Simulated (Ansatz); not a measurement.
Cu₁₃Cl₂⁺ (relaxed from a model of Cu13(Cl)2, whose bonding it doesn't keep). Charge 1, multiplicity 3. Geometry r2SCAN-D4/def2-SVP, that of the neutral doublet; atoms count from 1.

```xyz
15

Cu   -0.087    0.126    0.209
Cu    0.654    2.205   -0.631
Cu    2.212    0.116   -0.504
Cu   -2.378    0.114    0.906
Cu   -0.891   -1.864    1.192
Cu   -0.479    0.110    2.544
Cu    1.321    1.429    1.646
Cu   -1.485   -1.179   -1.254
Cu    0.291    0.168   -2.153
Cu    0.883   -1.879   -0.665
Cu    1.542   -0.961    1.529
Cu   -1.708    1.200   -1.133
Cu   -1.037    2.101    1.106
Cl    2.209    1.773   -2.301
Cl   -1.047   -3.459   -0.489
```

Single mean-field runs in def2-TZVP are fitted with def2-universal-jkfit.

**Question.** Estimate the Mulliken populations from the PBE0/def2-TZVP orbitals of Ansatz.

**Answer.** 
| atom | charge (e) | spin (α − β) | d electrons |
| --- | --- | --- | --- |
| Cu1 | 0.09 | 0.22 | 11.59 |
| Cu2 | 0.04 | -0.01 | 9.82 |
| Cu3 | 0.11 | 0.15 | 9.81 |
| Cu4 | 0.12 | 0.18 | 9.81 |
| Cu5 | 0.04 | -0.01 | 9.82 |
| Cu6 | 0.16 | 0.16 | 9.80 |
| Cu7 | 0.12 | 0.18 | 9.81 |
| Cu8 | 0.11 | 0.15 | 9.81 |
| Cu9 | 0.11 | 0.17 | 9.81 |
| Cu10 | 0.11 | 0.17 | 9.81 |
| Cu11 | 0.11 | 0.24 | 9.80 |
| Cu12 | 0.11 | 0.24 | 9.80 |
| Cu13 | 0.16 | 0.16 | 9.80 |
| Cl14 | -0.21 | 0.01 | – |
| Cl15 | -0.21 | 0.01 | – |
Mulliken values and Mayer orders depend strongly on the basis.

**Question.** Where does the spin sit?

**Answer.** Summed by element: Cu 1.99, Cl 0.01, of 2 unpaired in all. Largest on single atoms: Cu11 0.24, Cu12 0.24, Cu1 0.22.

**Question.** And the Mayer bond orders between bonded heavy atoms (over 0.3)?

**Answer.** Cu2–Cu7 0.40 (2.50 Å); Cu2–Cu13 0.40 (2.43 Å); Cu2–Cl14 0.54 (2.32 Å); Cu3–Cu10 0.37 (2.40 Å); Cu3–Cu11 0.39 (2.40 Å); Cu3–Cl14 0.41 (2.44 Å); Cu4–Cu5 0.40 (2.49 Å); Cu4–Cu6 0.30 (2.51 Å); Cu4–Cu12 0.41 (2.41 Å); Cu4–Cu13 0.34 (2.41 Å); Cu5–Cu6 0.40 (2.43 Å); Cu5–Cl15 0.54 (2.32 Å); Cu6–Cu7 0.34 (2.41 Å); Cu7–Cu11 0.41 (2.40 Å); Cu7–Cu13 0.30 (2.51 Å); Cu8–Cu9 0.37 (2.40 Å); Cu8–Cu12 0.39 (2.39 Å); Cu8–Cl15 0.41 (2.44 Å); Cu9–Cu12 0.31 (2.47 Å); Cu9–Cl14 0.34 (2.51 Å); Cu10–Cu11 0.31 (2.47 Å); Cu10–Cl15 0.34 (2.50 Å).
